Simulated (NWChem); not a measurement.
System: BeI2; SMILES [I][Be][I]

Input file for NWChem:

```
start job
memory heap 200 mb stack 900 mb global 1100 mb
geometry units angstroms noautosym nocenter noautoz
  Be    -0.000047     0.000049    -0.000038
  I      1.583835     0.366161    -1.434755
  I     -1.583888    -0.366110     1.434718
end
basis spherical
  Be library sto-3g
  I library sto-3g
end
dft
  xc b3lyp
  iterations 150
end
property
  response 1 0.0773
end
task dft property
```

STO-3G and 3-21G are far too small for this property and stand as cheap habits. Geometry: optimised at PBE0/def2-SVP (def2 core potentials past Kr).

Field at 589 nm.

**Question.** Predict the main results of this run. (B3LYP/STO-3G, non-relativistic.) Quantities: isotropic polarisability (bohr³); anisotropy (bohr³).

**Answer.** 
```yaml
isotropic polarisability (bohr³): 33.2
anisotropy (bohr³): 70.1
```
